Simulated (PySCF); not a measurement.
**What an electron can do to BBr**

r²SCAN in PySCF with def2-TZVPPD on every atom, for the lowest determinant that a PBE0 search found; no spin–orbit coupling.

| species | state (unpaired electrons) | Re (Å) | ωe (cm⁻¹) | energy of the minimum from the neutral (eV) | De (eV) | dissociates to |
| --- | --- | --- | --- | --- | --- | --- |
| BBr | singlet (closed shell) | 1.901 | 672 | 0.00 | 4.63 | B + Br |
| BBr⁺ | doublet (σ ↑) | 1.752 | 951 | 9.29 | 4.10 | B⁺ + Br |
| BBr⁻ | doublet (π ↑) | 2.121 | 389 | -0.39 | 1.49 | B + Br⁻ |

Task: Work out the lowest energy to break BBr into atoms, from its vibrational ground state.

Result: D0 = De − ωe/2 = 4.63 − 0.04 = 4.59 eV (r²SCAN/def2-TZVPPD).

Task: Work out the ionisation energy of the B atom at this level and the threshold of dissociative ionisation.

Result: IE(B) = 9.29 + 4.10 − 4.63 = 8.76 eV, so B⁺ + Br + e⁻ appears at D0 + IE(B) = 13.35 eV (r²SCAN/def2-TZVPPD). The measured IE(B) is 8.298 eV (NIST ASD).

Task: Work out the electron affinity of the Br atom and the threshold of dissociative attachment.

Result: EA(Br) = 4.63 − 1.49 − (-0.39) = 3.53 eV, so B + Br⁻ needs D0 − EA(Br) = 1.06 eV (r²SCAN/def2-TZVPPD). The measured EA(Br) is 3.364 eV.

Task: At which energy does ion-pair formation open?

Result: B⁺ + Br⁻ lies at D0 + IE(B) − EA(Br) = 9.82 eV (r²SCAN/def2-TZVPPD).

These are thermodynamic thresholds; the onsets seen under electron impact lie higher where the geometry changes, and cross-sections peak well above them.

For an ion De counts to the pair picked by the measured ionisation energies or electron affinities, which need not be the lowest pair at this level. The highest Kohn–Sham level is positive in this anion. Much of that is self-interaction error, but it also means that the finite basis helps to hold the extra electron. States were picked by a PBE0 search and need not be the measured ground states.
